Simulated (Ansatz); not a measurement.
Process, species as SMILES: F[S] (F-S) → F atom + S atom
B3LYP-D3(BJ)/def2-TZVP geometries, fixed; electronic energies without zero-point terms.

Basis-set convergence of the atomisation energy at HF with Ansatz (a first-principles code). Cartesian d functions, on some or all atoms, in 6-31+G*, 6-311+G**; all else is spherical. Open shells are unrestricted. No added dispersion term, no relativity. Functions are those of the species that has most. Reference: the value in pcseg-4, 35.78 kcal/mol, itself unsure by roughly 0.23 kcal/mol (its mean distance from aug-pcseg-3, aug-cc-pV(Q+d)Z, cc-pV(5+d)Z). Deviations are taken from unrounded values.

```csv
basis,functions
pcseg-0,22
def2-SVP,32
pcseg-1,32
6-31+G*,42
6-311+G**,53
"6-311++G(2d,2p)",62
pcseg-2,64
def2-TZVP,68
def2-TZVPP,73
"6-311++G(3df,3pd)",86
pcseg-3,124
def2-QZVPP,127
pcseg-4,206
```

Which is the smallest set listed that can be trusted to 4 kcal/mol here, that is, within that of the reference together with its larger relatives (same family, alike in diffuse functions; a set with none to test it counts only in the reference's own line)?

The smallest set listed that lies within 4 kcal/mol of the reference with all its larger relatives (same family, alike in diffuse functions; a set with none counts only in the reference's own line) is pcseg-2 (64 functions, -1.62 kcal/mol off). Inside, with no larger relative to test it: 6-311++G(3df,3pd). Value minus reference: pcseg-0 -30.54, def2-SVP -8.71, pcseg-1 -11.43, 6-31+G* -6.74, 6-311+G** -11.30, 6-311++G(2d,2p) -6.31, pcseg-2 -1.62, def2-TZVP -1.62, def2-TZVPP -1.53, 6-311++G(3df,3pd) -1.49, pcseg-3 0.03, def2-QZVPP -0.50, pcseg-4 0.00 kcal/mol.
